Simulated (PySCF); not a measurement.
ZnI, SMILES [Zn+][I], charge +1. Atoms are numbered in the order given.

```xyz
2

Zn     0.0000     0.0000    -1.5112
I      0.0000     0.0000     0.8554
```
Charge +1, spin multiplicity 1.

Geometry optimised at r2SCAN-D4/def2-TZVP. The spin state was assumed, not searched. The def2 effective core potentials stand for the cores of I; spin–orbit coupling is left out.

Method: CAM-B3LYP/def2-TZVPD run with PySCF.

Mulliken values depend strongly on the basis, most of all with diffuse functions as here. ESP charges are fitted to the potential on shells at 1.4 to 2.0 van der Waals radii. Atomic charges (e):

```tsv
atom	ESP fit	Mulliken
Zn1	[?]	0.62
I2	[?]	0.38
```

### Question
Complete the blanks. (An estimate is asked for; the answer gives what the named calculation found.)

### Answer

- Zn1, ESP fit: 0.98
- I2, ESP fit: 0.02
